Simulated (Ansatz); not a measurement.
Calculated with Ansatz (gas phase, PBE0-D4/def2-TZVP geometries, no zero-point term in ΔE). CBS: MP2 limit from def2 TZ/QZ plus the TZ coupled-cluster correction, frozen cores. Functionals use def2-TZVPP. B3LYP here is the variant with VWN-RPA as its local correlation; programs differ in this. One conformer a species, not always the lowest.

Consider the substitution at a C–S bond: `CS[SiH2]O[SiH3]` + `C[SiH](O)F` → `CO[SiH](C)F` + `[SiH3]O[SiH2]S`.

```
             level  ΔE (kcal/mol)  difference from CCSD(T)/CBS
            PBE-D4           10.1                         -0.1
           ωB97X-V            8.6                         -1.6
            B2PLYP            8.6                         -1.6
              PBE0            9.3                         -0.9
             B3LYP            7.7                         -2.5
     HF/def2-TZVPP            5.8                         -4.4
    MP2/def2-TZVPP           10.6                          0.4
SCS-MP2/def2-TZVPP            9.2                         -1.0
SCS-MP2/def2-QZVPP            9.9                         -0.3
      HF/CBS(def2)            5.8                         -4.4
       CCSD(T)/CBS           10.2                            0
```

Largest T1 diagnostic among the species: 0.011.

In def2-TZVPP, CCSD(T) changes the Hartree–Fock value by +3.1 kcal/mol (the triples alone add +0.6 kcal/mol) and MP2 by +4.8 kcal/mol. The D4 term adds +1.0 kcal/mol with B3LYP and +0.6 kcal/mol with PBE0; it sums over pairs of atoms, weighted by their polarisabilities, and B3LYP, whose exchange is more repulsive, gets the larger term.
